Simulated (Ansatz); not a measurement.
A geometry relaxed with Ansatz (a program for electronic structure) with PBE-D3(BJ)/def2-TZVP, charge 0, multiplicity 1:

```xyz
6

H      1.6669    -0.6081    -0.9862
O      1.2171     0.2465    -1.0973
N     -1.1064    -0.4609     0.6809
H     -0.6650     1.7969    -0.6324
Si    -0.2108     0.4350    -0.2908
H     -0.9019    -1.4095     0.9887
```

**Question.** Write the SMILES of this molecule.

**Answer.** `[H]/N=[SiH]\O`
